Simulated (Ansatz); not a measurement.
Consider the cleavage of the B–Si bond: `C[SiH2]B(F)Cl` + CH₃OH → `COB(F)Cl` + `C[SiH3]`.

Program: Ansatz. Geometries: PBE0-D4/def2-TZVP. ΔE: electronic, gas phase. CCSD(T)/CBS is the MP2 limit (def2-TZVPP, def2-QZVPP) plus CCSD(T) − MP2 in def2-TZVPP, frozen cores. This one scheme is used for every species. Functionals use def2-TZVPP. One conformer a species, not always the lowest.

```json
{"level": "PBE0-D4", "ΔE (kJ/mol)": "-151.0"}
{"level": "B2PLYP", "ΔE (kJ/mol)": "-163.3"}
{"level": "HF/def2-QZVPP", "ΔE (kJ/mol)": "-177.4"}
{"level": "SCS-MP2/def2-QZVPP", "ΔE (kJ/mol)": "-163.3"}
```

Question: What does CCSD(T)/CBS give? (An estimate is asked.)

Answer: The calculation gave: -156.0 kJ/mol. The listed levels differ from it by 5.0, -7.3, -21.4, -7.3 kJ/mol.

Largest T1 diagnostic among the species: 0.013.

From PBE to PBE0 (25 % exact exchange), in def2-TZVPP and without D4, ΔE moves by −6.5 kJ/mol. In def2-TZVPP, CCSD(T) changes the Hartree–Fock value by +17.5 kJ/mol (the triples alone add +2.1 kJ/mol) and MP2 by +12.6 kJ/mol.
